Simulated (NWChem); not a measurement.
# TiNH₃O₂; SMILES [NH2][Ti](=[O])[OH]

```xyz
7

Ti    -0.0609    -0.0289     0.0000
O     -1.6544     0.0353     0.0000
O      0.7909    -1.6340     0.0000
H      0.4794    -2.5430     0.0000
N      0.8035     1.6561     0.0000
H      1.8093     1.8171     0.0000
H      0.3336     2.5587     0.0000
```
Atoms are numbered in this order, from 1.

Results from NWChem. Structure relaxed at the PBE0/def2-SVP level.

Problem. Order these by “orbital gap (eV)”, lowest first: PBE/aug-pcseg-1; PBE/STO-3G; PBE/def2-SVP.

Solution. PBE/STO-3G (2.88), PBE/def2-SVP (3.23), PBE/aug-pcseg-1 (3.29)
